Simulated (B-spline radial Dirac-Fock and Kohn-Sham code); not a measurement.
**How core holes in Tc²⁺ decay**

System: the Tc²⁺ ion, [Kr] 4d5, inside a Watson sphere of charge -2 and radius 2.4 Å (a model of the Madelung potential; inside it an electron's potential energy is raised by 12.0 eV).

Model: independent-particle rates on relativistic LDA orbitals of the hole state (multipoles up to L = 3, Coulomb Auger matrix elements, transition energies from Dirac-Fock). Program: a radial atomic solver.

Partial widths are in eV. Coster-Kronig decay leaves a hole in the same principal shell; its rates are the weakest part of the model, often 1.5 to 2.5 times too large and more for N holes. Holes without an open Auger channel, or with an unreliable SCF state, are not listed.

| hole | radiative | Auger | Coster-Kronig | total | fluorescence yield | lifetime (fs) |
| --- | --- | --- | --- | --- | --- | --- |
| K | 3.74 | 1.06 | 0 | 4.80 | 0.779 | 0.137 |
| L1 | 0.0493 | 1.07 | 5.06 | 6.17 | 0.00798 | 0.107 |
| L2 | 0.0756 | 1.59 | 0.263 | 1.93 | 0.0392 | 0.341 |
| L3 | 0.0732 | 1.72 | 0 | 1.79 | 0.0408 | 0.367 |
| M1 | 0.000858 | 0.192 | 8.86 | 9.05 | 9.47e-05 | 0.0727 |
| M2 | 0.000785 | 0.219 | 2.91 | 3.13 | 0.000251 | 0.210 |
| M3 | 0.000706 | 0.226 | 3.22 | 3.45 | 0.000205 | 0.191 |
| M4 | 4.85e-05 | 0.169 | 0 | 0.169 | 0.000287 | 3.90 |
| M5 | 4.43e-05 | 0.174 | 0 | 0.174 | 0.000254 | 3.78 |
| N1 | 2.93e-05 | 0 | 17.6 | 17.6 | 1.67e-06 | 0.0374 |
| N2 | 2.99e-05 | 0 | 3.16 | 3.16 | 9.44e-06 | 0.208 |
| N3 | 2.62e-05 | 0 | 3.55 | 3.55 | 7.38e-06 | 0.185 |

Values without a named source are computed, but for edge energies of neutral atoms, which are taken from tables.
